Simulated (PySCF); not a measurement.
# CeCl3(NH3) at several levels of theory

Computed with PySCF 2.14.0 (density fitting, no spin-orbit coupling) at the geometry relaxed with PBE0:

```xyz
8
CeCl3(NH3) (singlet in the valence; each metal's 4f electrons, 1 of them, lie in its core potential, out of spins and levels)
Ce    0.0554   -0.0554    0.0554
Cl    1.1982    1.9931    1.1982
Cl   -1.9931   -1.1982    1.1982
Cl    1.1982   -1.1982   -1.9931
N    -1.4495    1.4495   -1.4495
H    -2.0602    2.0602   -0.9023
H    -0.9023    2.0602   -2.0602
H    -2.0602    0.9023   -2.0602
```

| level | basis | state | HOMO (eV) | gap (eV) | charge on Ce1 (e) | population of f-type functions on Ce1 (polarisation alone where 4f lies in the core) | dipole about the centre of mass (D) | largest force component (eV/Å) |
| --- | --- | --- | --- | --- | --- | --- | --- | --- |
| PBE0 | Ce lcecp-1-SVP with ECP47, Cl def2-SVP, N def2-SVP, H def2-SVP | singlet | -8.35 | 7.11 | 0.90 | 0.06 | 4.81 | 0.00 |
| PBE0 | Ce lcecp-1-TZVP with ECP47, Cl def2-TZVP, N def2-TZVP, H def2-TZVP | singlet | -8.47 | 7.14 | 1.41 | 0.09 | 4.71 | 0.22 |

In the lcecp rows the 4f levels are missing from HOMO and gap, and the state counts the valence alone.

Charges are Mulliken's, which hang on the basis. The relaxation used the grid (50, 194), these runs (75, 302) or, all-electron (x2c bases, spin-free X2C Hamiltonian), (99, 590).

(1) Order these levels, in the first row's basis, by the HOMO–LUMO gap they give here, smallest first.
A. wB97X
B. r2SCAN
C. CAM-B3LYP
D. revPBE

(2) And their other results?

An lcecp potential fixes the number of 4f electrons, so in runs with it no electron can move into or out of that shell.

## Answers

(1) D (5.12 eV), B (5.73 eV), C (9.05 eV), A (11.16 eV).

(2) 
```json
{"level": "CAM-B3LYP", "state": "singlet", "HOMO (eV)": "-9.61", "gap (eV)": "9.05", "charge on Ce1 (e)": "0.86", "population of f-type functions on Ce1 (polarisation alone where 4f lies in the core)": "0.06", "dipole about the centre of mass (D)": "4.80", "largest force component (eV/Å)": "0.06"}
{"level": "wB97X", "state": "singlet", "HOMO (eV)": "-10.71", "gap (eV)": "11.16", "charge on Ce1 (e)": "0.93", "population of f-type functions on Ce1 (polarisation alone where 4f lies in the core)": "0.06", "dipole about the centre of mass (D)": "4.79", "largest force component (eV/Å)": "0.07"}
{"level": "r2SCAN", "state": "singlet", "HOMO (eV)": "-7.35", "gap (eV)": "5.73", "charge on Ce1 (e)": "0.90", "population of f-type functions on Ce1 (polarisation alone where 4f lies in the core)": "0.05", "dipole about the centre of mass (D)": "4.81", "largest force component (eV/Å)": "0.09"}
{"level": "revPBE", "state": "singlet", "HOMO (eV)": "-6.91", "gap (eV)": "5.12", "charge on Ce1 (e)": "0.76", "population of f-type functions on Ce1 (polarisation alone where 4f lies in the core)": "0.05", "dipole about the centre of mass (D)": "4.78", "largest force component (eV/Å)": "0.23"}
```
